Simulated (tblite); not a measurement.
Run record: tight-binding relaxation, `CB(C)CCOB(O)Cl`.

Computed with GFN2-xTB geometry optimisation, gas phase (tblite 0.8.0). Start geometry: from a force field or distance geometry. A driver script takes a list of jobs; this job's settings line and coordinates (Å) are shown.

Command:
```bash
OMP_NUM_THREADS=1 python probes_run.py task.json out
```

Input:
```
{"job": {"kind": "relax", "xc": "GFN2-xTB", "basis": "xTB"}, "charge": 0, "multiplicity": 1}
C     -2.075600     1.652400     0.641800
B     -1.519900     0.164900     0.495100
C     -2.276300    -0.852100    -0.448000
C     -0.041900    -0.076700     0.964700
C      0.904800    -0.386600    -0.159400
O      2.153300    -0.574600     0.416600
B      3.165700    -0.873900    -0.627500
O      4.536200    -0.445000    -0.256900
Cl     2.665900    -0.855600    -2.416900
H     -2.969900     1.728400    -0.013800
H     -2.327900     1.803900     1.719900
H     -1.297300     2.393900     0.352400
H     -3.142200    -1.236100     0.151000
H     -1.593200    -1.649100    -0.793200
H     -2.692900    -0.289100    -1.329500
H      0.303500     0.837300     1.498400
H     -0.085600    -0.949300     1.695900
H      0.998100     0.438000    -0.892000
H      0.637500    -1.343100    -0.676000
H      4.652400     0.522900    -0.325700
```

Problem. What does the run print?

Solution. 
```
step      E/eV     max force
  0    -798.89207    4.957
  1    -799.65745    2.647
  2    -799.97060    3.287
  3    -800.10037    0.984
  4    -800.16321    0.592
  5    -800.23367    0.598
  6    -800.25367    0.495
  7    -800.30272    0.586
  8    -800.32728    0.646
  9    -800.35624    0.390
... (255 lines left out)
265    -800.94629    0.041
266    -800.94647    0.046
267    -800.94659    0.031
268    -800.94669    0.024
269    -800.94677    0.019
270    -800.94684    0.013
271    -800.94689    0.013
272    -800.94693    0.012
273    -800.94695    0.011
274    -800.94697    0.010
```

«max force» is the largest atomic force in eV/Å.

Problem. From which step on does the largest force stay under 0.1 eV/Å, and how much energy is left to gain from there?

Solution. From step 261 (0.062 eV/Å), 2.0 meV above the end.

In short: energy lowered by 47.4 kcal/mol over 274 steps; largest atomic force 0.010 eV/Å at the end.

On one thread, Arm Neoverse N1 (aarch64) (shared host), this took 3.9 s wall.
Labels such as C1 count atoms from 1, the log's own numbers from 0.
